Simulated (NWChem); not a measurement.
System: CH5AlSe; SMILES [CH3][AlH][SeH]

```xyz
8

Al    -0.6118    -1.1079     0.0000
H     -2.1817    -1.3484     0.0000
C      0.7197    -2.5480     0.0000
H      0.5931    -3.1923    -0.8802
H      0.5931    -3.1923     0.8802
H      1.7524    -2.1827     0.0000
Se     0.1217     1.1162     0.0000
H     -1.2585     1.6551     0.0000
```
Atoms are numbered in this order, from 1.

Results from NWChem. Pople sets run with spherical d functions. The geometry was optimised at B3LYP/6-31G* (spherical d). LC-ωPBE (HJS hole) with 6-31G*; x = 1 − exp(−ω/0.25 bohr⁻¹) is a scale chosen for this fit.

```csv
row,x,−ε(HOMO) (eV)
ω = 0.25,0.632,8.94
ω = 0.35,0.753,withheld
ω = 0.50,0.865,10.03
ω = 0.60,0.909,10.23
```

### Question
Fit a straight line of the last column on the one before it, predict the withheld value, and compare with the run.

### Answer

1. Means of the 3 shown rows: x = 0.8020, y = 9.733. Slope Σ(x − x̄)(y − ȳ)/Σ(x − x̄)² = 0.2067/0.04432 = 4.664; intercept 5.993.
2. The shown rows scatter about the line by 0.002 (root mean square); the largest residual is 0.00, at ω = 0.50.
3. At x = 0.753 (ω = 0.35; inside the shown range) the line gives 9.50.
4. The run gives 9.52, +0.02 from the line.
